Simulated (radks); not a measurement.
Valence configurations of W III (all share [Xe]). All-electron calculation, scalar-relativistic Kohn-Sham, PBEsol, spin-unpolarised, spherical densities, point nucleus. Program: a radial shooting solver on a logarithmic mesh with Libxc functionals. Energies are relative to 4f14 5d4; eigenvalues in eV.

| valence | E (eV) | e(4f) | e(5d) | e(6p) | e(6s) |
|---|---|---|---|---|---|
| 4f14 5d4 | 0.000 | -49.327 | -19.906 | - | - |
| 4f14 5d3.5 6s0.5 | 0.430 | -50.875 | -20.943 | - | -19.885 |
| 4f14 5d3.5 6p0.5 | 3.709 | -51.615 | -21.555 | -13.749 | - |
| 4f13.5 5d4 6p0.5 | 19.726 | -56.281 | -22.371 | -13.905 | - |
| 4f13 5d4 6s1 | 35.487 | -62.015 | -23.677 | - | -21.072 |
| 4f13 5d4 6s0.5 6p0.5 | 38.976 | -62.754 | -24.300 | -14.512 | -21.514 |
| 4f12 5d6 | 74.795 | -68.525 | -22.936 | - | - |
| 4f12 5d5.5 6s0.5 | 76.284 | -70.246 | -24.111 | - | -20.880 |
| 4f12 5d5.5 6p0.5 | 79.788 | -70.987 | -24.754 | -14.301 | - |
| 4f10 5d6 6s2 | 196.16 | -97.219 | -31.176 | - | -23.702 |

NIST lists [Xe] 4f14 5d4 as the ground configuration; this level of theory agrees among the configurations tried. The energies are those of spherical spin-averaged densities, not of single terms.
